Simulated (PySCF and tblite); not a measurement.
The numbers below are computed, except where a source is named.
C₄H₁₀O₂S, numbered as in [CH3:1][CH2:2][CH2:3][S:4]([CH3:5])(=[O:6])=[O:7]. Free energies: PBE0-D3(BJ)/pcSseg-1 (IEF-PCM, chloroform) on GFN2-xTB structures plus GFN2-xTB thermal terms, symmetry and mirror images included. Conformers within 3 kcal/mol (GFN2-xTB free energy) were kept, 10 at most. GIAO shieldings: PBE0/pcSseg-1 (IEF-PCM, chloroform). Shifts are against TMS (¹H), TMS (¹³C) at the same level. Programs: PySCF with density fitting and tblite.

Torsions listed: C1–C2–C3–S4, C2–C3–S4–O6. Of a mirror pair one member is shown.

```csv
conformer,shape,point group,mirror pair,ΔE(DFT),Δ(G−E) at 323.15 K,δ C2 (ppm)
1,"180°, -65°",Cs,no,0.00,0.00,16.3
2,"168°, -177°",C1,yes,0.02,0.14,22.2
3,"-74°, -51°",C1,yes,0.91,0.22,18.5
4,"-70°, 59°",C1,yes,1.40,0.52,21.3
5,"-66°, -146°",C1,yes,1.70,0.68,21.7
```

Energies in kcal/mol; the thermal term leaves out symmetry numbers and mirror images.

(1) Work out the weights at 323.15 K and the ¹³C shift of C2 under fast exchange.

Answers

(1) RT = 0.642 kcal/mol. Each conformer gets RT ln(σ/g), with σ the rotational symmetry number and g = 2 for a mirror pair: 1: σ = 1, g = 1, G = 0.00 + 0.00 + 0.00 = 0.00, 0.28 above the lowest, exp(−ΔG/RT) = 0.642; 2: σ = 1, g = 2, G = 0.02 + 0.14 − 0.45 = -0.28, 0.00 above the lowest, exp(−ΔG/RT) = 1.000; 3: σ = 1, g = 2, G = 0.91 + 0.22 − 0.45 = 0.68, 0.97 above the lowest, exp(−ΔG/RT) = 0.222; 4: σ = 1, g = 2, G = 1.40 + 0.52 − 0.45 = 1.47, 1.76 above the lowest, exp(−ΔG/RT) = 0.065; 5: σ = 1, g = 2, G = 1.70 + 0.68 − 0.45 = 1.93, 2.22 above the lowest, exp(−ΔG/RT) = 0.032. The sum is 1.961, so the weights are 32.7, 51.0, 11.3, 3.3, 1.6 %. The averaged shift is 19.8 ppm. At 298.15 K it is 19.8 ppm. At 298.15 K the leading conformer alone gives 22.2 ppm and bare DFT energies give 19.3 ppm.


Conformer gaps in pcSseg-1 on xTB geometries can be 2 kcal/mol off for S=O, P=O and other polar bonds.